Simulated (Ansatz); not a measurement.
The same molecule with X = B, Al, Ga. Ansatz, PBE0-D4/def2-TZVP geometries, multiplicity 1. Each molecule was computed in one conformer, which needn't be the lowest.

Scalar relativity is left out up to krypton.

```json
{"X": "B", "molecule": "`FBO[SiH3]`", "mean X–F bond length / Å": "1.324", "mean X–H bond length / Å": "1.198", "mean X–O bond length / Å": "1.342", "HOMO–LUMO gap (PBE0/def2-TZVPP) / eV": "9.47", "HOMO–LUMO gap (B3LYP/def2-TZVPP) / eV": "9.03", "LUMO energy (PBE/def2-TZVPP) / eV": "-0.88"}
{"X": "Al", "molecule": "`[F][AlH][O][SiH3]`", "mean X–F bond length / Å": "1.644", "mean X–H bond length / Å": "1.562", "mean X–O bond length / Å": "1.670", "HOMO–LUMO gap (PBE0/def2-TZVPP) / eV": "8.28", "HOMO–LUMO gap (B3LYP/def2-TZVPP) / eV": "7.82", "LUMO energy (PBE/def2-TZVPP) / eV": "-1.44"}
```

(1) Give the row for X = Ga, `[F][GaH][O][SiH3]`. (Estimate.)

Answers

(1) The calculation gave: 
```json
{"X": "Ga", "molecule": "`[F][GaH][O][SiH3]`", "mean X–F bond length / Å": "1.751", "mean X–H bond length / Å": "1.537", "mean X–O bond length / Å": "1.763", "HOMO–LUMO gap (PBE0/def2-TZVPP) / eV": "7.64", "HOMO–LUMO gap (B3LYP/def2-TZVPP) / eV": "7.13", "LUMO energy (PBE/def2-TZVPP) / eV": "-1.98"}
```

From B to Ga the mean X–F bond length rises at each step, by 0.427 Å in all; the mean X–H bond length isn't monotonic: highest at Al, lowest at B; the mean X–O bond length rises at each step, by 0.421 Å in all; the HOMO–LUMO gap (PBE0/def2-TZVPP) falls at each step, by 1.83 eV in all; the HOMO–LUMO gap (B3LYP/def2-TZVPP) falls at each step, by 1.90 eV in all; the LUMO energy (PBE/def2-TZVPP) falls at each step, by 1.10 eV in all.

B3LYP here is the variant with VWN-RPA as its local correlation; programs differ in this.
